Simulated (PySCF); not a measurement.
C6H8FNS (charge -1 and doublet state).
Cartesian coordinates in Å at the GFN2-xTB level; atoms count from 1:
```xyz
17
C6H8FNS angstrom
F      2.3917   -2.1565   -0.3338
C      2.1088   -0.7536   -0.3437
C      2.4677   -0.0570   -1.3926
S      2.3810    1.5113   -1.8920
C      1.3416   -0.3946    0.9025
N     -0.0822   -0.7637    0.8655
C     -0.8165    0.0372   -0.0704
C     -2.3097    0.0502    0.0430
C     -1.5146    1.2489    0.4702
H      1.7772   -0.9094    1.7682
H      1.4002    0.6854    1.0543
H     -0.1391   -1.7433    0.5881
H     -0.3888    0.1260   -1.0696
H     -2.7534   -0.5560    0.8191
H     -2.8982    0.1124   -0.8610
H     -1.5450    2.1394   -0.1391
H     -1.4276    1.4351    1.5296
```

The hyperfine couplings belong to this conformer and change with its torsions.

The species is `F/C(=[C]/[S-])CNC1CC1` [radical] (charge -1).

Method: PySCF, UKS B3LYP, pcH-1 on C F H N S, non-relativistic, mean-field spin-orbit, GIAO. Whether the extra electron is bound in the gas phase wasn't checked; a finite basis holds it in any case. The geometry wasn't refined by DFT: couplings that depend on bond lengths, twists or pyramidal angles can differ widely from those at the functional's own minimum, by a factor of two or more for some ions and for spin on atoms past the first row. The SCF solution wasn't tested for stability.

(1) Give the principal g shifts and their parts.

(2) What are the electron Larmor frequencies g μB B/h along the three axes at 3350 mT?

(3) At 9.742 GHz, how far is the centre of the isotropic spectrum from where a free electron (g = 2.002319) resonates?

(4) What effective moment and Curie constant follow for a powder?

(5) In a frozen sample, at which fields do the three g values resonate at 9.5, 34, 94 and 263 GHz (hyperfine left aside), and which band first spreads them over more than twice a line width of 0.3 mT?

Results:

(1) 
```tsv
Δg (ppt)	1	2	3
relativistic mass correction	-0.19	-0.19	-0.19
gauge correction	0.00	0.00	0.05
orbital Zeeman/spin–orbit	-0.56	6.25	10.35
total	-0.74	6.06	10.21
```

So g = 2.00158, 2.00838, 2.01252 and g_iso = 2.00749; the tensor is rhombic: the two nearest values differ by 38 % of g3 − g1. Axes: g3 points within 6° of the C3–S4 bond.

(2) 93.8487, 94.1678, 94.3621 GHz for g1, g2 and g3, a range of 513.3 MHz.

(3) B = hν/(g μB) with μB/h = 13.99624 MHz/mT gives 347.62 mT for the free electron and 346.72 mT at g_iso, 0.90 mT lower.

(4) With the mean of g² = 4.0301 and S(S+1) = 0.75: μ_eff = √(⟨g²⟩S(S+1)) = 1.739 μB and χT = 0.12505·⟨g²⟩·S(S+1) = 0.378 cm³ K/mol (cgs; spin-Hamiltonian part alone).

(5) 
| band | GHz | B(g3) mT | B(g2) mT | B(g1) mT | spread mT |
| --- | --- | --- | --- | --- | --- |
| X | 9.5 | 337.26 | 337.96 | 339.11 | 1.84 |
| Q | 34.0 | 1207.05 | 1209.54 | 1213.66 | 6.60 |
| W | 94.0 | 3337.15 | 3344.03 | 3355.40 | 18.25 |
| J | 263.0 | 9336.91 | 9356.17 | 9387.98 | 51.07 |

The spread grows in proportion to the frequency. X band is the first where it exceeds 0.6 mT.

The largest Mulliken spin populations are on C3 (+0.59) and S4 (+0.39).

The HOMO–LUMO gaps are 4.41 eV among the α and 3.29 eV among the β orbitals.

On one thread, Arm Neoverse V2 (aarch64) (shared host), this took 2.7 min of wall time (with the writing of density and orbital grids) and 1.1 GiB of memory at its peak.
